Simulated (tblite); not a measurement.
Isomers of C8H18S. All values are computed: GFN2-xTB (tblite) harmonic vibrations without scaling, gas phase. Errors from tens to a few hundred cm⁻¹ against measured bands are possible. One conformer each.

Electronic energies: GFN2-xTB at the same geometries; isomer energies are rough at this level and their order can be wrong.

| SMILES | electronic energy, lowest = 0 (kcal/mol) |
| --- | --- |
| CS[C@H](C)CC(C)(C)C | 1.0 |
| CC[C@@H](C)S[C@H](C)CC | 0.6 |
| CC(C)S[C@H](C)C(C)C | 0.0 |

Question: How do GFN2-xTB zero-point energies change the relative energies?

Answer: 
| SMILES | ZPE (kcal/mol) | of it from modes above 1550 cm⁻¹ | electronic (kcal/mol) | with ZPE, lowest = 0 (kcal/mol) | lowest mode (cm⁻¹) | rings |
| --- | --- | --- | --- | --- | --- | --- |
| CC(C)S[C@H](C)C(C)C | 152.1 | 77.6 | 0.0 | 0.0 | 37 | 0 |
| CC[C@@H](C)S[C@H](C)CC | 152.5 | 77.4 | 0.6 | 1.0 | 42 | 0 |
| CS[C@H](C)CC(C)(C)C | 152.2 | 77.8 | 1.0 | 1.0 | 4 | 0 |

The zero-point energies span 0.4 kcal/mol, from `CC(C)S[C@H](C)C(C)C` to `CC[C@@H](C)S[C@H](C)CC`. The order is unchanged, ties at the printed digit aside.
